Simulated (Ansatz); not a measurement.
Basis-set extrapolation for `F[SiH](F)O[SiH3]` (PBE0-D4/def2-TZVP geometry, frozen core, Ansatz 0.2.0). Multiplicity 1, RHF reference.

|  | def2-TZVPP | def2-QZVPP |
| --- | --- | --- |
| HF | -854.338352 | -854.371688 |
| MP2 correlation | -0.969480 | -1.056770 |
| CCSD(T) correlation | -1.028249 | not run |

Energies in hartree. Use E(X) = E(∞) + A·exp(−7.88·√X) for Hartree–Fock and E(X) = E(∞) + B·X^(−2.97) for correlation, with X = 3 and 4, and add CCSD(T) minus MP2 of the smaller set to the MP2 limit.

**Question.** What is the CCSD(T) energy at the basis-set limit?

**Answer.** HF limit: -854.371688 + (-0.033336) × 0.13774 = -854.37628. MP2 limit: -1.056770 + (-0.087290) × 0.74074 = -1.12143. Higher-order term: -1.028249 − (-0.969480) = -0.05877. Total: -855.55648 hartree, 5.17 eV below CCSD(T)/def2-TZVPP.
